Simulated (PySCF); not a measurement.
Calculation: PBE-D3(BJ)/def2-SVP // PBE0-D4/def2-SVP (PySCF). Gas-phase values, no solvent. One relaxed conformer stands for a flexible species; it need not be the lowest. Excitations are Tamm–Dancoff values on a coarser integration grid. The basis has no diffuse functions, so Rydberg states are missing or too high.

Reference species (SMILES): `Sc1ccc2c(c1)c1c(cc2)cccc1` (H–S–C–C torsion 180°) (neutral, multiplicity 1).

```json
{
  "LUMO": "-1.95 eV",
  "S1 excitation (TDA)": "3.40 eV",
  "T1 excitation (TDA)": "2.80 eV",
  "brightest of the four lowest singlets (TDA)": "3.59 eV"
}
```

Changed species: `c1ccc2c(cc3ccccc3c2c1)S` (H–S–C–C torsion 128°).

**Question.** Give the shifts of the LUMO, S1 excitation (TDA), T1 excitation (TDA) and brightest of the four lowest singlets (TDA).

**Answer.** the LUMO decreases by 0.18 eV, to -2.13 eV; the S1 excitation (TDA) goes up by 0.04 eV, to 3.44 eV; the T1 excitation (TDA) rises by 0.02 eV, to 2.82 eV; the brightest of the four lowest singlets (TDA) increases by 0.05 eV, to 3.64 eV.
